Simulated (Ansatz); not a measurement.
Species: BrCl, net charge 1, doublet state. 
Coordinates optimised at B3LYP-D3(BJ)/def2-TZVP (Ansatz, a first-principles code):
```xyz
2

Cl     0.0000     0.0000    -1.3921
Br     0.0000     0.0000     0.6762
```
Charge +1, spin multiplicity 2.

Basis-set convergence of Hartree-Fock and CCSD correlation energies (hartree) with Ansatz. Correlated levels leave the core frozen unless marked. Open shells are spin-unrestricted. Spin-orbit coupling is left out. The frozen core is the preceding noble-gas configuration, with the filled d and f shells of earlier blocks. No relativistic terms.

```tsv
basis	functions	E(HF)	E(corr, CCSD)
def2-SVPD	68	-3031.03978	-0.28285
def2-TZVPPD	108	-3031.52178	-0.36409
def2-QZVPPD	177	-3031.58481	-0.39334
```

Extrapolating the two largest sets (X = 3 and 4) as X^-3: E(corr) = (64·(-0.39334) - 27·(-0.36409))/37 = -0.4147 Eh, an estimate of the basis-set limit. The largest set recovers 94.9 % of it, the smallest 68.2 %.
